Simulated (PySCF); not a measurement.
CH7FN2Si, SMILES C[Si](N)(N)F. Atoms are numbered in the order given.

```xyz
12

C      1.6600     0.0138     0.8201
Si    -0.0221    -0.0006    -0.0097
N     -1.2260     0.1947     1.2092
N     -0.3768     1.1730    -1.2316
F     -0.0824    -1.4315    -0.8351
H      1.7476    -0.8003     1.5694
H      1.8484     0.9764     1.3366
H      2.4638    -0.1384     0.0718
H     -2.2105     0.2273     0.9349
H     -1.1107    -0.2426     2.1253
H      0.0108     1.0524    -2.1692
H     -0.4394     2.1613    -0.9811
```
Charge 0, spin multiplicity 1.

The structure is a stationary point at PBE-D3(BJ)/def2-SVP. The structure was generated by enumeration, and PubChem lists no compound with its InChIKey, so it may never have been made. The values are those of a single conformer.

Calculation: CAM-B3LYP/def2-TZVP run with PySCF.

The molecule is in vacuum.

Computed frontier levels, gap, dipole moment and polarisability:
```yaml
highest_occupied_level: -8.93 eV
lowest_empty_level: 1.46 eV
orbital_gap: 10.39 eV
dipole_moment: 1.89 D
quadrupole, principal values (traceless, Buckingham form, about the centre of nuclear charge): -7.95, -0.93, 8.88 D·Å
mean_static_polarisability: 50.6 bohr³ (7.49 Å³)
polarisability_principal_values: 45.7, 51.7, 54.3 bohr³
```
